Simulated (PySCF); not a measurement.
C₃H₆N₂Si, SMILES CC1=NC=N[SiH2]1. Geometry: PBE-D3(BJ)/def2-SVP. The structure was generated by enumeration, and PubChem lists no compound with its InChIKey, so it may never have been made.

Computed equilibrium geometry at PBE-D3(BJ)/def2-SVP (PySCF confirms it by a frequency run) as bond lengths and angles, and its point group:
point group Cs.
Atoms: C1 C2 N3 C4 N5 Si6 H7 H8 H9 H10 H11 H12. Bonded distances (Å): C1–C2 1.491, C1–H7 1.111, C1–H8 1.107, C1–H9 1.111, C2–N3 1.301, C2–Si6 1.933, N3–C4 1.449, C4–N5 1.289, C4–H10 1.110, N5–Si6 1.783, Si6–H11 1.502, Si6–H12 1.502. Angles (°): C2–C1–H7 110.5, C2–C1–H8 110.9, C2–C1–H9 110.5, H7–C1–H8 109.5, H7–C1–H9 105.9, H8–C1–H9 109.5, C1–C2–N3 121.6, C1–C2–Si6 131.4, N3–C2–Si6 107.0, C2–N3–C4 111.7, N3–C4–N5 124.8, N3–C4–H10 113.5, N5–C4–H10 121.8, C4–N5–Si6 104.9, C2–Si6–N5 91.7, C2–Si6–H11 114.7, C2–Si6–H12 114.7, N5–Si6–H11 112.3, N5–Si6–H12 112.3, H11–Si6–H12 110.1.
Charge 0, spin multiplicity 1.
